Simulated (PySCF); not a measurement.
Isomers of H9NO3Si3. Method: PySCF 2.14.0, density-fitted response routines, TDDFT CAM-B3LYP/def2-SVPD, vertical, gas phase, core orbitals frozen in the response. Geometries: GFN2-xTB; one conformer of each isolated species. Triplets are in the Tamm–Dancoff approximation.

A. `N[Si](O)(O[SiH3])O[SiH3]`
B. `O[SiH2]N([SiH2]O)[SiH2]O`
C. `N[Si@H](O[SiH3])O[SiH2]O`

Lowest singlet levels (six at most, fewer where fewer were computed) with oscillator strengths:

1. 200 nm (f 0.007); 188 nm (f 0.007); 181 nm (f 0.000); 173 nm (f 0.001); 164 nm (f 0.001); 161 nm (f 0.002); T1 6.00 eV
2. 178 nm (f 0.048); 161 nm (f 0.002); 161 nm (f 0.003); 157 nm (f 0.011); 154 nm (f 0.008); 152 nm (f 0.009); T1 6.60 eV
3. 185 nm (f 0.046); 166 nm (f 0.006); 162 nm (f 0.001); 160 nm (f 0.001); 156 nm (f 0.002); 153 nm (f 0.006); T1 6.41 eV

**Question.** Which spectrum belongs to which structure?

**Answer.** 1 = B, 2 = C, 3 = A.
- A: S1 at 6.71 eV, HOMO→LUMO (78%), HOMO→LUMO+5 (8%); Löwdin shares by element: HOMO nitrogen 67%, hydrogen 13% or more, oxygen 7% or more; LUMO silicon 44%, oxygen 8% or more (atoms not listed hold the other 47%); HOMO -9.23 and LUMO 0.48 eV.
- B: S1 at 6.19 eV, HOMO→LUMO (72%), HOMO→LUMO+3 (13%); Löwdin shares by element: HOMO nitrogen 44%, silicon 26% (atoms not listed hold the other 30%); LUMO oxygen 27% or more, silicon 25% or more, hydrogen 19% or more (atoms not listed hold the other 28%); HOMO -8.81 and LUMO 0.44 eV.
- C: S1 at 6.97 eV, HOMO→LUMO (70%), HOMO→LUMO+2 (13%), HOMO→LUMO+3 (10%); Löwdin shares by element: HOMO nitrogen 64%, hydrogen 13% or more, silicon 13% or more; LUMO silicon 43%, oxygen 8% or more (atoms not listed hold the other 48%); HOMO -9.46 and LUMO 0.74 eV.
